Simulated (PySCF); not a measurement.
Consider acetophenone, `CC(=O)c1ccccc1` (C8H8O). Optimised structure (Å), atoms numbered from 1:
```
C    -2.6388   -0.1386    0.6484
C    -1.6895    0.5615   -0.2921
O    -2.0920    1.3728   -1.0967
C    -0.2303    0.2331   -0.2112
C     0.2919   -0.6956    0.6973
C     1.6599   -0.9578    0.7260
C     2.5154   -0.2943   -0.1522
C     2.0023    0.6329   -1.0615
C     0.6378    0.8940   -1.0899
H    -2.6027   -1.2294    0.5031
H    -2.3710    0.0612    1.6974
H    -3.6559    0.2224    0.4554
H    -0.3679   -1.2213    1.3905
H     2.0605   -1.6834    1.4375
H     3.5883   -0.5005   -0.1284
H     2.6729    1.1526   -1.7499
H     0.2046    1.6130   -1.7886
```

These are calculated values, ωB97X-D3(BJ)/ma-def2-SVP in PySCF (grid level 2) at geometries from PBE0-D3(BJ)/def2-SVP. The prefix ma- adds one diffuse s and one diffuse p function on all atoms but H. Thermal corrections: GFN2-xTB frequencies, unscaled, ideal gas at 298.15 K and 1 bar, quasi-RRHO entropy. These were taken at the GFN2-xTB minima.

(1) Rank these of its positions by gas-phase deprotonation enthalpy, most acidic first.
A. C5 (aromatic carbon)
B. C6 (aromatic carbon)
C. C1 (carbon α to the carbonyl-type group)

Not ranked, since the method can't order them against a listed neighbour: C7 (1644 kJ/mol).

(2) For C1 (carbon α to the carbonyl-type group), what are ΔE (electronic) and ΔG(298 K) of the loss of the proton?

(3) Of those listed, which site of deprotonation is favoured in water (IEF-PCM), and by how much?

## Answers

(1) C (1531 kJ/mol), A (1628 kJ/mol), B (1649 kJ/mol).

(2) ΔE = 1563 and ΔG = 1501 kJ/mol, beside ΔH = 1531 kJ/mol. The product is `[CH2-]C(=O)c1ccccc1`.

(3) C1 (carbon α to the carbonyl-type group), by 114 kJ/mol over C5 (aromatic carbon); the gas phase favours the same one.

Caveats: structures of the anions come from def2-SVP, which lacks diffuse functions; ma-def2-SVP is a small basis, whose errors can reach tens of kJ/mol; the order of C5 and C7, of C7 and C6 is undecided: the gaps lie inside the method's error (some 20 kJ/mol, one structure a species).
